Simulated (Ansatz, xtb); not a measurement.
System: sum formula SiNH4, charge 0, multiplicity 2. It need not be the lowest isomer of its formula. SMILES: [NH][SiH3]
Geometry from a B3LYP-D3(BJ)/def2-TZVP (Ansatz, a quantum-chemistry and plane-wave program) optimisation:
```xyz
6

N      1.1558    -0.3137    -0.3124
Si    -0.4627     0.1681     0.1635
H      1.1601    -1.0363    -1.0369
H     -1.0917    -0.9642     0.8949
H     -1.3071     0.5003    -1.0142
H     -0.3738     1.3424     1.0542
```
Charge 0, spin multiplicity 2.

Harmonic wavenumbers from GFN2-xTB (xtb, at its own minimum), cm⁻¹: 212, 428, 464, 666, 719, 736, 774, 1010, 2076, 2128, 2202, 3466.

Problem. Give the harmonic wavenumbers at B3LYP-D3(BJ)/def2-TZVP (Ansatz, finite differences of forces, unscaled).

Solution. 54, 557, 631, 754, 886, 921, 953, 972, 2192, 2198, 2259, 3441 cm⁻¹. Zero-point energy 22.6 kcal/mol.

Problem. From these and the geometry, give the ideal-gas thermochemistry at 298.15 K and 1 atm (rigid rotor, harmonic oscillator).

Solution. Point group C1, rotational symmetry number 1. Rotational constants 75.42, 13.38, 13.1 GHz. S(trans) 37.41, S(rot) 20.72, S(vib) 6.33, S(elec, spin only) 1.38, S 65.8 cal/(mol K). H(298) - H(0) 3.27 kcal/mol; G - E(el) 6.3 kcal/mol.
